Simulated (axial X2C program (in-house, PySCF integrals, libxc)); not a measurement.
Potential curves of NaTe⁻, without spin–orbit coupling

All values were computed with an in-house all-electron X2C program for linear molecules (integrals from PySCF). Spin-free means the one-electron spin-free X2C Hamiltonian. Basis: Te dyall-acv3z [12s13p9d5f1g], Na dyall-av3z [10s9p5d2f] (cores contracted in-house); Gaussian nuclei, density fitting, unrestricted open shells. Masses: Te 129.906 u, Na 22.990 u.

State: M_S = 0, Λ = 0 (closed shell). Energies in eV from the fragments at the same level (Te- + Na). Fits are polynomials in 1 − R0/R over 0.85 to 1.23 times the lowest point R0.

| R (Å) | HF | MP2 | PBE0 |
| --- | --- | --- | --- |
| 2.3768 | 0.1279 | -0.9622 | -1.0379 |
| 2.4861 | -0.1356 | -1.2317 | -1.2671 |
| 2.5681 | -0.2503 | -1.3531 | -1.3634 |
| 2.6500 | -0.3103 | -1.4212 | -1.4100 |
| 2.7320 | -0.3275 | -1.4479 | -1.4176 |
| 2.8276 | -0.3061 | -1.4390 | -1.3909 |
| 2.9232 | -0.2516 | -1.3979 | -1.3342 |
| 3.0462 | -0.1476 | -1.3122 | -1.2334 |
| 3.1964 | 0.0110 | -1.1761 | -1.0832 |
| 3.4150 | 0.2684 | -0.9483 | -0.8449 |

Correlated methods: 8 electrons correlated (number of frozen shells: Te 4 s, 3 p, 2 d; Na 2 s, 1 p), 318 virtual spin orbitals or spinors in MP2.

The state is one determinant whose occupation by symmetry is held fixed; it was picked as the lowest of a PBE0 search that is not exhaustive. The closed shell is kept restricted, so the energy runs too high when the bond is stretched far. Dissociation energies refer to the lowest single-determinant-based atoms at the same level and basis. The highest occupied level of some functionals is positive through self-interaction error; at Hartree–Fock it is bound. With the outer-core shells frozen, correlated bond lengths of heavy atoms tend to come out a few hundredths of an ångström too long. Spin-free De lacks the spin–orbit lowering of the heavy p-block atom, a tenth of an eV or more for 4p and 5p, up to an eV for 6p and one to two eV for 7p atoms, less what an open-shell molecule gains itself. Hartree–Fock gets electron affinities wrong, so its lowest charge split need not be the true one. MP2 and coupled cluster on one determinant become unreliable at the stretched end.

(1) What are Re, ωe and De at the HF level?

(2) What are Re, ωe and De at the MP2 level?

(3) What are Re, ωe and De at the PBE0 level?

Results:

(1) At HF, spin-free: Re = 2.730 Å, ωe ≈ 263 cm⁻¹, De = 0.33 eV to Te- + Na; Be follows as 0.116 cm⁻¹.

(2) At MP2, spin-free: Re = 2.757 Å, ωe ≈ 248 cm⁻¹, De = 1.45 eV to Te- + Na; Be follows as 0.114 cm⁻¹.

(3) At PBE0, spin-free: Re = 2.710 Å, ωe ≈ 255 cm⁻¹, De = 1.42 eV to Te- + Na; Be follows as 0.117 cm⁻¹.
